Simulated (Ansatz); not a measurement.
Relaxation of C₂H₅NOSi (10 atoms, charge 0, multiplicity 1), to a largest force component of 0.02 eV/Å in at most 40 steps.

These are results of Ansatz, UHF/STO-3G, not measurements.

```xyz
10
Properties=species:S:1:pos:R:3
O -1.825 -2.838 -0.526
C -1.430 -1.821 -0.059
N -1.004 -0.841 0.396
C 0.168 -0.220 -0.407
Si 0.729 1.298 0.434
H -0.288 0.060 -1.397
H 0.953 -0.930 -0.536
H 1.334 0.991 1.778
H -0.357 2.322 0.661
H 1.804 1.928 -0.342
```

**Question.** Where does it end, and by what steps?

**Answer.** It converged. Limits of this set-up: minimal basis. After 7 steps the energy has fallen by 0.907 eV; O1 moved furthest, 0.38 Å. The start is strongly strained (largest force component 8 eV/Å).

| step | energy less start (eV) | largest force component (eV/Å) | accepted |
| --- | --- | --- | --- |
| 0 | 0.0000 | 8.259 | yes |
| 1 | -0.7824 | 0.907 | yes |
| 2 | -0.8380 | 0.640 | yes |
| 3 | -0.8701 | 0.760 | yes |
| 4 | -0.8951 | 1.144 | yes |
| 5 | -0.9062 | 0.190 | yes |
| 6 | -0.9068 | 0.051 | yes |
| 7 | -0.9069 | 0.011 | yes |

```xyz
10
Properties=species:S:1:pos:R:3
O -2.086 -2.900 -0.252
C -1.435 -1.918 -0.099
N -0.885 -0.876 0.259
C 0.199 -0.165 -0.477
Si 0.745 1.347 0.494
H -0.163 0.125 -1.465
H 1.040 -0.843 -0.635
H 1.244 0.947 1.763
H -0.353 2.236 0.655
H 1.778 1.995 -0.240
```

Whether the end is a true minimum wasn't checked by a vibrational analysis.

The run took 11 s on 1 thread of Arm Neoverse V1, on a shared host, peak memory 0.13 GiB.
